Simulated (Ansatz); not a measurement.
`C=C(F)/C(F)=C/F` → `FC1C=CC1(F)F`  (isomerisation)

Calculated with Ansatz (gas phase, PBE0-D4/def2-TZVP geometries, no zero-point term in ΔE). CCSD(T)/CBS adds triple-zeta CCSD(T) − MP2 to the extrapolated MP2 energy (def2 sets, frozen cores). Each species was taken in one conformer, which may not be the lowest.

`C=C(F)/C(F)=C/F`:

Z-matrix (Å, degrees):
```
C
C 1 1.323
H 1 1.081 2 120.5
H 1 1.080 2 119.7 3 180.0
F 2 1.341 1 121.1 3 0.0
C 2 1.451 1 126.3 3 -180.0
F 6 1.331 2 115.0 1 0.0
C 6 1.330 2 124.3 1 180.0
F 8 1.325 6 121.4 2 -180.0
H 8 1.080 6 123.2 2 0.0
```

`FC1C=CC1(F)F`:

```xyz
10

F    -0.217    1.493   -1.429
C    -0.424    0.289   -0.819
C     0.792   -0.577   -0.629
C     0.719   -0.596    0.704
C    -0.459    0.330    0.735
F    -1.586   -0.152    1.307
F    -0.245    1.549    1.261
H    -1.298   -0.186   -1.274
H     1.455   -1.044   -1.346
H     1.262   -1.106    1.489
```

| species | CCSD(T)/CBS(def2) energy (Eh) |
| --- | --- |
| `C=C(F)/C(F)=C/F` | -453.31725 |
| `FC1C=CC1(F)F` | -453.32230 |

Work out ΔE.

ΔE = (-453.32230) − (-453.31725) = -0.00505 Eh = -13.3 kJ/mol.

What do rigid-rotor, harmonic-oscillator terms from PBE0-D4/def2-TZVP frequencies (298.15 K, 1 bar) make of the CCSD(T)/CBS value? (Estimate.)

The calculation gave: ΔZPE = +3.3 kJ/mol, ΔH = -12.1 kJ/mol, ΔS = -18 J/(mol·K), ΔG = -6.8 kJ/mol.

Largest T1 diagnostic among the species: 0.013.

From r2SCAN to r2SCAN0 (25 % exact exchange), in def2-TZVPP and without D4, ΔE moves by −12.9 kJ/mol. At CCSD(T), def2-SVP lies +5.3 kJ/mol from the extrapolated value and def2-TZVPP +2.5 kJ/mol.
